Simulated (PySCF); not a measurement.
C3H9FOSi, SMILES O(C[SiH2]F)CC.

Geometry optimised at PBE-D3(BJ)/def2-SVP. The structure was generated by enumeration, and PubChem lists no compound with its InChIKey, so it may never have been made. The values are those of a single conformer.

Level of theory: PySCF 2.14.0 with PBE-D3(BJ)/def2-SVP.

Frequencies are harmonic and unscaled.

```tsv
mode	ν (cm⁻¹)	IR (km/mol)	moving atoms (share of kinetic energy)
1	55	0.5	C 39 %, H 25 %, F 22 %, Si 8 %
2	57	2.8	F 32 %, H 29 %, C 25 %, Si 11 %
3	114	4.1	H 37 %, O 24 %, Si 19 %, C 15 %
4	157	10.2	Si 25 %, C 22 %, O 19 %, H 18 %, F 16 %
5	244	1.0	H 48 %, F 19 %, C 18 %, Si 10 %
6	262	0.4	H 46 %, O 23 %, F 15 %, C 10 %
7	283	4.6	H 39 %, C 37 %, O 23 %
8	454	8.0	H 61 %, C 25 %
9	480	5.0	H 59 %, C 25 %, O 13 %
10	703	11.1	C 50 %, Si 28 %, H 20 %
11	709	29.0	H 88 %
12	798	2.4	H 92 %
13	816	39.4	H 53 %, C 35 %
14	828	17.5	F 43 %, H 37 %, Si 16 %
15	855	14.6	H 51 %, C 28 %, O 15 %
16	897	252.9	H 75 %, Si 17 %
17	931	118.0	H 77 %, Si 16 %
18	1008	17.1	C 51 %, H 29 %, O 20 %
19	1091	1.8	C 51 %, H 46 %
20	1108	123.7	C 39 %, O 35 %, H 26 %
21	1139	12.6	H 58 %, C 36 %
22	1219	42.3	H 68 %, C 21 %, O 11 %
23	1236	14.7	H 75 %, C 18 %
24	1245	0.8	H 91 %
25	1327	0.7	H 80 %, C 19 %
26	1371	23.8	H 74 %, C 24 %
27	1393	15.6	H 86 %, C 13 %
28	1403	7.5	H 97 %
29	1427	2.5	H 95 %
30	1455	5.0	H 92 %
31	2179	76.2	H 97 %
32	2192	132.0	H 96 %
33	2886	54.3	H 95 %
34	2924	56.1	H 91 %, C 9 %
35	2938	22.4	H 94 %
36	2982	12.7	H 97 %
37	3013	10.7	H 91 %, C 9 %
38	3077	15.3	H 90 %, C 10 %
39	3080	12.8	H 91 %, C 9 %
```
